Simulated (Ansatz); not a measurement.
Molecule: sum formula SiHBr$_{3}$ (charge 0, singlet). SMILES: [SiH](Br)(Br)Br
Geometry: optimised at B3LYP-D3(BJ)/def2-TZVP (Ansatz, a first-principles code).

Parts of the frozen-core correlation energy in def2-SVPD (Ansatz, hartree). Frozen orbitals: 47; correlated occupied orbitals by spin: 13 and 13; virtual: 95 and 95. Spin-orbit coupling is left out. No relativistic terms.

```tsv
term	value
reference (HF)	-8005.88007
MP2 opposite-spin	(withheld)
MP2 same-spin	(withheld)
CCSD correlation	(withheld)
(T)	-0.01646
T1 diagnostic	0.011
largest doubles amplitude	0.011
```

Problem. Some entries are withheld; supply them.

Solution. 
- MP2 opposite-spin, value: -0.34538
- MP2 same-spin, value: -0.12530
- CCSD correlation, value: -0.50921
